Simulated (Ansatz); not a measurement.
Mulliken charges of `O=C[BH][GeH3]` from ωB97M-V/def2-TZVPP in Ansatz (PBE0-D4/def2-TZVP geometry).

| atom | x (Å) | y (Å) | z (Å) | charge (e) |
| --- | --- | --- | --- | --- |
| O1 | 0.029 | 2.199 | 0.168 | -0.269 |
| C2 | -0.940 | 1.460 | 0.080 | 0.207 |
| B3 | -0.352 | 0.191 | 0.715 | -0.087 |
| Ge4 | 0.719 | -1.158 | -0.414 | -0.084 |
| H5 | -1.891 | 1.797 | -0.368 | 0.104 |
| H6 | -0.419 | 0.094 | 1.903 | 0.099 |
| H7 | 2.095 | -1.452 | 0.206 | 0.014 |
| H8 | -0.070 | -2.483 | -0.441 | 0.004 |
| H9 | 0.918 | -0.695 | -1.866 | 0.013 |

Problem. By hand: the dipole of these point charges (1 e Å = 4.8032 D).

Solution. Σ q r = (-0.429, -0.052, 0.071) e Å, of length 0.438 e Å = 2.10 D.

Problem. How does the dipole of the full density compare? (Best estimate.)

Solution. Computed: (-0.412, -0.131, -0.018) e Å, 2.08 D; the point charges give 1.01 times that, at 16° from its direction.

Point charges leave out the atoms' own dipoles, such as those of lone pairs, and Mulliken's split depends on the basis, so the close match here is no proof of good charges.
